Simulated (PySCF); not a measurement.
Compound: C₄H₇FO₂Si.
Geometry (GFN2-xTB, Å), atoms numbered from 1 in this order:
```
atom  x, y, z in Å
C1    -1.341    2.861    0.579
C2    -0.773    1.904    0.129
Si3    0.012    0.391   -0.573
F4    -0.257    0.399   -2.171
O5     1.571    0.538   -0.238
C6     2.648   -0.344   -0.406
O7    -0.543   -1.018   -0.011
C8    -1.828   -1.572   -0.104
H9    -1.819    3.713    0.971
H10    3.511    0.094    0.097
H11    2.873   -0.473   -1.467
H12    2.424   -1.317    0.033
H13   -1.776   -2.590    0.281
H14   -2.171   -1.588   -1.140
H15   -2.534   -0.992    0.494
```

Method used: TDDFT wB97X-D/def2-SVPD, vertical, gas phase, core orbitals frozen in the response in PySCF.

Ground-to-excited transition dipoles (e·a0, same axes as the geometry; the sign carries no meaning), for the states with f of 0.002 or more among the lowest 8:

| state | E (eV) | μx | μy | μz |
| --- | --- | --- | --- | --- |
| S4 | 8.118 | -0.002 | 0.215 | 0.061 |
| S5 | 8.428 | -0.325 | -0.082 | -0.045 |
| S6 | 8.481 | -0.007 | -0.189 | 0.517 |
| S7 | 8.514 | 0.202 | 0.425 | -0.074 |
| S8 | 8.572 | 0.467 | 0.225 | 0.179 |

Question: What oscillator strength does each state have?

Answer: f = (2/3) ΔE |μ|² with ΔE in hartree (27.2114 eV).

```json
{"state": "S4", "|μ|² (au)": "0.050", "|μ| (D)": "0.57", "f": "0.010"}
{"state": "S5", "|μ|² (au)": "0.114", "|μ| (D)": "0.86", "f": "0.024"}
{"state": "S6", "|μ|² (au)": "0.303", "|μ| (D)": "1.40", "f": "0.063"}
{"state": "S7", "|μ|² (au)": "0.227", "|μ| (D)": "1.21", "f": "0.047"}
{"state": "S8", "|μ|² (au)": "0.301", "|μ| (D)": "1.39", "f": "0.063"}
```

Question: Which bond between heavy atoms lies closest to the direction of the S8 transition dipole?

Answer: O7–C8, at 15° from it; next Si3–O5 at 21°.

Question: What angle do the transition dipoles of S6 and S8 make?

Answer: |cos θ| = |μa·μb| / (|μa| |μb|) = 0.16, so θ ≈ 81° (taken between 0 and 90°, since the signs are arbitrary).

Question: How is the summed strength of these states shared among x, y and z?

Answer: (2/3) Σ ΔE μα² gives 0.076 for x, 0.066 for y and 0.065 for z, 0.207 in all.

One conformer stands for the species.
